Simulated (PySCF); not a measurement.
**Exact mass, isotope pattern and composition**

Species: `C[Si@@](O)([SiH2]N)[SiH2]C=O`.

Calculated from tabulated atomic weights, isotope masses and abundances; no fragmentation.

What are the average molar mass and the monoisotopic mass?

For C2H11NO2Si3, with standard atomic weights, 2 × 12.011 + 3 × 28.085 + 2 × 15.999 + 1 × 14.007 + 11 × 1.008 = 165.370 g/mol. From the most abundant isotopes (12C, 28Si, 16O, 14N, 1H), 2 × 12.000000 + 3 × 27.976927 + 2 × 15.994915 + 1 × 14.003074 + 11 × 1.007825 = 165.0098 u.

What cluster does the molecular ion M+• show when like nominal masses merge?

```tsv
nominal mass	m/z (centroid)	relative intensity
165	165.0092	100.0
166	166.0092	18.0
167	167.0067	11.7
168	168.0068	1.4
169	169.0043	0.4
```

Lines under 0.1 % of the tallest are left out. One electron mass, 0.00055 u, is taken off.

What is the composition by mass?

C 14.53 %, Si 50.95 %, O 19.35 %, N 8.47 %, H 6.70 %.

Double-bond equivalents and nitrogen rule?

(2 × 5 + 2 + 1 − 11)/2 = 1; the structure has 0 rings and 1 π bond. The nominal mass 165 is odd, with 1 nitrogen, as the rule says.

Protons, neutrons, electrons, and exact less nominal mass of the monoisotopic species?

88 protons, 77 neutrons and 88 electrons; 165.0098 − 165 = +0.0098 u.

List the species in which a single atom is changed from its most abundant isotope.

Intensity in % of the monoisotopic species:

```csv
isotope,mass shift (u),m/z,intensity (%)
15N,+0.99703,166.0062,0.37
29Si,+0.99957,166.0088,15.23
13C,+1.00335,166.0126,2.16
17O,+1.00422,166.0134,0.08
2H,+1.00628,166.0155,0.13
30Si,+1.99684,167.0061,10.04
18O,+2.00425,167.0135,0.41
```

Species under 0.02 % are left out.
